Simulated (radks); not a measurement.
Problem. All-electron atom: Ne+ in 1s1 2s2 2p5 3p1 (not the ground configuration). All-electron calculation, Dirac Kohn-Sham, revPBE, spin-unpolarised, spherical densities, point nucleus; open shells are shared between the two j in proportion to 2j + 1. Program: a radial shooting solver on a logarithmic mesh with Libxc functionals. Some entries of the table are withheld. Estimate them.

| orbital | occ. | eigenvalue (eV) | <1/r> (bohr^-1) |
|---|---|---|---|
| 1s1/2 | 1 | -951.2688 | (1) |
| 2s1/2 | 2 | (2) | 1.857 |
| 2p1/2 | 1.66667 | (3) | 1.789 |
| 2p3/2 | 3.33333 | (4) | 1.784 |
| 3p1/2 | 0.333333 | (5) | 0.3663 |
| 3p3/2 | 0.666667 | (6) | 0.3658 |

Solution. 
(1) 1s1/2 <1/r> (bohr^-1): 9.876
(2) 2s1/2 eigenvalue (eV): -74.9378
(3) 2p1/2 eigenvalue (eV): -52.4642
(4) 2p3/2 eigenvalue (eV): -52.2807
(5) 3p1/2 eigenvalue (eV): -7.6112
(6) 3p3/2 eigenvalue (eV): -7.6017
